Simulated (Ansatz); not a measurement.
`F[SiH2][O][ZnH]` + `CF` → `F[CH2][ZnH]` + `O[SiH2]F` at 600 K and 1 bar (formal exchange of groups at a Zn–O bond).

Computed with Ansatz on PBE0-D4/def2-TZVP structures; ΔE is electronic, products minus reactants. CCSD(T)/CBS adds triple-zeta CCSD(T) − MP2 to the extrapolated MP2 energy (def2 sets, frozen cores). This one scheme is used for every species. For Zn outer-core shells are correlated without core-valence functions, which leaves a few kJ/mol of doubt a bond. Scalar relativity is left out up to krypton. Each species was taken in one conformer, which may not be the lowest.

```json
{"species": "`F[SiH2][O][ZnH]`", "CCSD(T)/CBS energy (Eh)": "-2244.35972", "H − E (kJ/mol)": "131.6", "S (J/(mol·K))": "413.5"}
{"species": "`CF`", "CCSD(T)/CBS energy (Eh)": "-139.63461", "H − E (kJ/mol)": "127.6", "S (J/(mol·K))": "254.6"}
{"species": "`F[CH2][ZnH]`", "CCSD(T)/CBS energy (Eh)": "-1917.98456", "H − E (kJ/mol)": "129.1", "S (J/(mol·K))": "341.2"}
{"species": "`O[SiH2]F`", "CCSD(T)/CBS energy (Eh)": "-465.96250", "H − E (kJ/mol)": "127.7", "S (J/(mol·K))": "331.4"}
```

H − E and S are ideal-gas, rigid-rotor, harmonic terms from PBE0-D4/def2-TZVP, for one conformer and one mirror image of each species. 1 Eh = 2625.50 kJ/mol, R = 8.31446 J/(mol·K).

Question: By hand: ΔE, ΔH, ΔS and ΔG.

Answer: ΔE = (-1917.98456) + (-465.96250) − (-2244.35972) − (-139.63461) = 0.04727 Eh = 124.1 kJ/mol. Δ(H − E) = 129.1 + 127.7 − 131.6 − 127.6 = -2.4, so ΔH = 121.7 kJ/mol. ΔS = 341.2 + 331.4 − 413.5 − 254.6 = 4.5 J/(mol·K). ΔG = 121.7 − 600 × (4.5)/1000 = 119.0 kJ/mol.

Question: By hand: the equilibrium constant, and the temperature at which ΔG would vanish if ΔH and ΔS stayed fixed.

Answer: log₁₀ K = −ΔG/(RT ln 10) = -10.4. ΔG = 0 at ΔH/ΔS = 27044 K, far beyond where these terms or the molecules hold.

The number of gas molecules stays the same, so ΔS is small and ΔH decides. A doubt of 5 kJ/mol in ΔE shifts log₁₀ K by 0.4 here. Other conformers and mirror images would add mixing entropy, several J/(mol·K) or more a flexible species. Modes under 60 cm⁻¹, often nearly free rotors, make the harmonic entropy too high. These are equilibria of isolated gas molecules and say nothing of rates. Largest T1 diagnostic: 0.015 (customary marks: 0.02 for closed shells, 0.045 for open ones).
